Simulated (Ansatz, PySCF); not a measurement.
Process, species as SMILES: CO[SiH2] → C[SiH2][O]
Structures are relaxed separately at B3LYP-D3(BJ)/def2-TZVP in Ansatz (a first-principles code), one conformer each, not searched for the lowest.

Wanted: isomerisation energy (enthalpy at 298 K, with B3LYP-D3(BJ) rigid-rotor harmonic-oscillator terms from PySCF), in kcal/mol. Correlated levels leave the core frozen unless marked. UHF or UKS for open shells. Spin-orbit coupling is left out. No relativistic terms. Basis-set limits of correlation are two-point, X^-3; Hartree-Fock from the larger set.

| level | program | isomerisation energy (kcal/mol) |
|---|---|---|
| PBE0/6-31G* | Ansatz | ? |
| HSE06-D3(BJ)/def2-TZVPD | Ansatz + dftd3 | ? |
| LC-wPBE-D3(BJ)/def2-TZVPD | Ansatz + dftd3 | 3.1 |
| LC-wPBE-D4/def2-TZVPD | Ansatz + dftd4 | 3.3 |
| CCSD/6-31G | Ansatz | 1.7 |
| CCSD(T)/CBS(cc-pV(T+d)Z,cc-pV(Q+d)Z) | Ansatz | ? |

### Question
Fill in the missing entries.

### Answer

- PBE0/6-31G*, isomerisation energy (kcal/mol): 2.0
- HSE06-D3(BJ)/def2-TZVPD, isomerisation energy (kcal/mol): 2.2
- CCSD(T)/CBS(cc-pV(T+d)Z,cc-pV(Q+d)Z), isomerisation energy (kcal/mol): 2.3
